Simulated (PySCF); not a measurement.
**Electron correlation in Kr³⁺ (krypton, charge +3)**

[Ar] 3d10 4s2 4p3, high-spin 4S determinant. All numbers are calculated (PySCF 2.14, the spin-free X2C one-electron Hamiltonian (Gaussian nucleus), in Sapporo-DKH3-DZP-2012 (6s5p3d1f, 43 functions)). Frozen: [Ar] 3d10; 5 electrons correlated.

MP2 pair energies summed by pair of shells (mhartree):

```json
{"pair": "4s-4p", "energy": "-41.38", "share (%)": "66.5"}
{"pair": "4p-4p", "energy": "-15.22", "share (%)": "24.5"}
{"pair": "4s-4s", "energy": "-5.59", "share (%)": "9.0"}
```

Total MP2 correlation energy: -62.19 mhartree.

Same-spin part -16.66 and opposite-spin part -45.53 mhartree; SCS-MP2 scales them by 1/3 and 6/5 to -60.19 mhartree.

```
  level  correlation energy (mhartree)
   CCSD                         -76.81
    (T)                          -0.69
CCSD(T)                         -77.50
```

Diagnostics: T1 = 0.00072, D1 = 0.0012, largest double amplitude 0.058.

Cost of the coupled-cluster step: 0.37 s of wall time on 1 thread of Neoverse-V1 (shared host), for 5 correlated electrons.

Iterations:

```
CC2 = 0
CCSD nocc = (np.int64(4), np.int64(1)), nmo = (29, 29)
frozen orbitals [[0, 1, 2, 3, 4, 5, 6, 7, 8, 9, 10, 11, 12, 13], [0, 1, 2, 3, 4, 5, 6, 7, 8, 9, 10, 11, 12, 13]]
max_cycle = 100
direct = 0
conv_tol = 1e-08
conv_tol_normt = 1e-06
diis_space = 8
diis_start_cycle = 0
Init t2, MP2 energy = -0.0621942157094979
Init E_corr(UCCSD) = -0.0621942157097371
cycle = 1  E_corr(UCCSD) = -0.0736999568627511  dE = -0.0115057412  norm(t1,t2) = 0.031776
cycle = 2  E_corr(UCCSD) = -0.0760400620386912  dE = -0.00234010518  norm(t1,t2) = 0.00813441
cycle = 3  E_corr(UCCSD) = -0.0768219340820138  dE = -0.000781872043  norm(t1,t2) = 0.00254217
cycle = 4  E_corr(UCCSD) = -0.0768092257818114  dE = 1.27083002e-05  norm(t1,t2) = 0.00023602
cycle = 5  E_corr(UCCSD) = -0.0768092952651928  dE = -6.94833814e-08  norm(t1,t2) = 1.10189e-05
cycle = 6  E_corr(UCCSD) = -0.076809166758715  dE = 1.28506478e-07  norm(t1,t2) = 1.62739e-06
cycle = 7  E_corr(UCCSD) = -0.0768092242201614  dE = -5.74614463e-08  norm(t1,t2) = 1.97409e-07
cycle = 8  E_corr(UCCSD) = -0.0768092184181216  dE = 5.80203981e-09  norm(t1,t2) = 3.49559e-08
UCCSD converged
E(UCCSD) = -2785.583889000297  E_corr = -0.07680921841812158
UCCSD(T) correction = -0.000694162471478368
```
